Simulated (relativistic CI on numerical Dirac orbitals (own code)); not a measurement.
## Energy levels of Pt LV

Computed by Dirac-Coulomb-Breit CI, orbitals from a KLI potential per configuration, model QED, unscaled Slater integrals (own radial code, finite nucleus).

Configurations in the expansion (outside the closed core [Ne]): 3s2 3p6 3d6, 3s2 3p5 3d7, 3s2 3p4 3d8, 3s 3p6 3d7, 3p6 3d8, 3s 3p5 3d8, 3s2 3p6 3d5 4s, 3s2 3p6 3d5 4p, 3s2 3p4 3d7 4s, 3s2 3p6 3d5 4d, 3s2 3p4 3d7 4p, 3s2 3p5 3d6 4s, 3s2 3p6 3d5 4f, 3s2 3p4 3d7 4d, 3s 3p5 3d7 4s, 3s2 3p5 3d6 4p, 3s2 3p5 3d6 4d, 3s2 3p6 3d4 4s2, 3s 3p6 3d6 4s, 3p6 3d7 4s, 3p6 3d7 4p, 3s2 3p6 3d5 5s, 3p6 3d7 4d, 3s 3p6 3d5 4s2. Levels of other configurations are missing.

The lowest level is 3s2 3p6 3d6 3F_4, with 42 % of that term; Hund's rules for 3s2 3p6 3d6 give 5D with J = 4, of which the calculation keeps J, while another term leads.

| No. | Configuration | Term | J | E (10³ cm⁻¹) | % | Lifetime (s) | jj configuration (%) |
| --- | --- | --- | --- | --- | --- | --- | --- |
| 1 | 3s2 3p6 3d6 | 3F | 4 | 0.0 | 42 |  | 3d5/2^2 (98) |
| 2 | 3s2 3p6 3d6 | 3P | 2 | 68.7 | 39 | 3.45e+01 | 3d5/2^2 (98) |
| 3 | 3s2 3p6 3d6 | 3P | 0 | 229.3 | 55 | 1.36e-01 | 3d5/2^2 (94) |
| 4 | 3s2 3p6 3d6 | 5D | 3 | 666.8 | 59 | 1.32e-07 | 3d3/2^3 3d5/2^3 (98) |
| 5 | 3s2 3p6 3d6 | 5D | 4 | 676.8 | 46 | 1.50e-07 | 3d3/2^3 3d5/2^3 (98) |
| 6 | 3s2 3p6 3d6 | 5D | 1 | 709.2 | 45 | 1.18e-07 | 3d3/2^3 3d5/2^3 (98) |
| 7 | 3s2 3p6 3d6 | 3H | 6 | 746.5 | 65 | 8.58e-03 | 3d3/2^3 3d5/2^3 (100) |
| 8 | 3s2 3p6 3d6 | 3G | 5 | 747.0 | 62 | 6.89e-07 | 3d3/2^3 3d5/2^3 (100) |
| 9 | 3s2 3p6 3d6 | 3F | 2 | 807.1 | 47 | 2.28e-07 | 3d3/2^3 3d5/2^3 (98) |
| 10 | 3s2 3p6 3d6 | 3D | 3 | 820.9 | 33 | 3.62e-07 | 3d3/2^3 3d5/2^3 (99) |
| 11 | 3s2 3p6 3d6 | 3P | 0 | 900.1 | 63 | 1.17e-05 | 3d3/2^3 3d5/2^3 (93) |
| 12 | 3s2 3p6 3d6 | 1G | 4 | 942.8 | 45 | 8.75e-06 | 3d3/2^3 3d5/2^3 (97) |
| 13 | 3s2 3p6 3d6 | 3P | 1 | 951.0 | 68 | 2.99e-07 | 3d3/2^3 3d5/2^3 (98) |
| 14 | 3s2 3p6 3d6 | 3D | 2 | 951.6 | 30 | 1.41e-06 | 3d3/2^3 3d5/2^3 (94) |
| 15 | 3s2 3p6 3d6 | 3F | 3 | 964.2 | 57 | 5.44e-07 | 3d3/2^3 3d5/2^3 (100) |
| 16 | 3s2 3p6 3d6 | 5D | 2 | 1379.5 | 65 | 6.31e-08 | 3d3/2^2 3d5/2^4 (98) |
| 17 | 3s2 3p6 3d6 | 5D | 0 | 1404.1 | 65 | 5.67e-08 | 3d3/2^2 3d5/2^4 (98) |
| 18 | 3s2 3p6 3d6 | 3H | 4 | 1431.9 | 42 | 7.96e-08 | 3d3/2^2 3d5/2^4 (99) |
| 19 | 3s2 3p6 3d6 | 5D | 3 | 1460.5 | 33 | 8.48e-08 | 3d3/2^2 3d5/2^4 (97) |
| 20 | 3s2 3p6 3d6 | 3H | 5 | 1469.9 | 62 | 1.37e-07 | 3d3/2^2 3d5/2^4 (100) |
| 21 | 3s2 3p6 3d6 | 1I | 6 | 1498.4 | 65 | 2.37e-07 | 3d3/2^2 3d5/2^4 (100) |
| 22 | 3s2 3p6 3d6 | 3F | 3 | 1530.6 | 42 | 1.24e-07 | 3d3/2^2 3d5/2^4 (99) |
| 23 | 3s2 3p6 3d6 | 3D | 1 | 1548.9 | 50 | 1.01e-07 | 3d3/2^2 3d5/2^4 (97) |
| 24 | 3s2 3p6 3d6 | 1G | 4 | 1566.0 | 50 | 1.66e-07 | 3d3/2^2 3d5/2^4 (98) |
| 25 | 3s2 3p6 3d6 | 3F | 2 | 1578.3 | 35 | 1.43e-07 | 3d3/2^2 3d5/2^4 (97) |
| 26 | 3s2 3p6 3d6 | 3F | 2 | 1679.7 | 66 | 9.32e-08 | 3d3/2^2 3d5/2^4 (98) |
| 27 | 3s2 3p6 3d6 | 3F | 4 | 1723.5 | 62 | 1.49e-07 | 3d3/2^2 3d5/2^4 (99) |
| 28 | 3s2 3p6 3d6 | 1D | 2 | 1876.8 | 77 | 1.63e-07 | 3d3/2^2 3d5/2^4 (97) |
| 29 | 3s2 3p6 3d6 | 1S | 0 | 2033.1 | 79 | 1.19e-07 | 3d3/2^2 3d5/2^4 (96) |
| 30 | 3s2 3p6 3d6 | 3P | 1 | 2148.5 | 59 | 3.94e-08 | 3d3/2 3d5/2^5 (99) |
| 31 | 3s2 3p6 3d6 | 1G | 4 | 2257.0 | 36 | 5.85e-08 | 3d3/2 3d5/2^5 (98) |
| 32 | 3s2 3p6 3d6 | 3P | 2 | 2310.7 | 30 | 6.06e-08 | 3d3/2 3d5/2^5 (98) |
| 33 | 3s2 3p6 3d6 | 3F | 3 | 2331.3 | 37 | 6.38e-08 | 3d3/2 3d5/2^5 (98) |
| 34 | 3s2 3p6 3d6 | 3P | 0 | 2973.7 | 61 | 3.18e-08 | 3d5/2^6 (98) |
| 35 | 3s2 3p5 3d7 | 5G° | 6 | 3464.6 | 63 | 3.18e-11 | 3p3/2^3 3d5/2^3 (97) |
| 36 | 3s2 3p5 3d7 | 3P° | 0 | 3560.5 | 59 | 2.89e-11 | 3p3/2^3 3d5/2^3 (98) |
| 37 | 3s2 3p5 3d7 | 3G° | 5 | 3560.7 | 46 | 2.62e-12 | 3p3/2^3 3d5/2^3 (99) |
| 38 | 3s2 3p5 3d7 | 3D° | 3 | 3570.6 | 54 | 5.91e-12 | 3p3/2^3 3d5/2^3 (98) |
| 39 | 3s2 3p5 3d7 | 3P° | 2 | 3688.2 | 34 | 8.33e-12 | 3p3/2^3 3d5/2^3 (97) |
| 40 | 3s2 3p5 3d7 | 3F° | 4 | 3689.3 | 55 | 2.43e-11 | 3p3/2^3 3d5/2^3 (95) |
| 41 | 3s2 3p5 3d7 | 3P° | 2 | 3804.7 | 35 | 8.68e-13 | 3p3/2^3 3d5/2^3 (97) |
| 42 | 3s2 3p5 3d7 | 3F° | 4 | 3861.1 | 40 | 5.12e-13 | 3p3/2^3 3d5/2^3 (96) |
| 43 | 3s2 3p5 3d7 | 3D° | 3 | 3862.2 | 49 | 1.47e-12 | 3p3/2^3 3d5/2^3 (97) |
| 44 | 3s2 3p5 3d7 | 3D° | 3 | 3965.9 | 39 | 3.80e-13 | 3p3/2^3 3d5/2^3 (94) |
| 45 | 3s2 3p5 3d7 | 1P° | 1 | 3974.6 | 27 | 8.38e-13 | 3p3/2^3 3d5/2^3 (96) |

Energies count from the lowest computed level; ° marks odd parity; lifetimes are radiative, by E1, M1, E2, M2 decay to levels of this space only. Filled j subshells are mostly left out of the jj labels.

The mean weight of the leading LS term, summed over parents, in these 45 levels is 50 %, and that of the leading jj configuration (from the same eigenvectors) 98 %, so jj coupling describes them better and the LS labels are nominal.

At this charge energies of transitions that change n are usually good to better than 1 %, and those within a shell (Δn = 0) to a few per cent.

LS names give the leading component of a level, which can be under half, so a name can repeat, a term be missing and a line seem to break the LS rules.
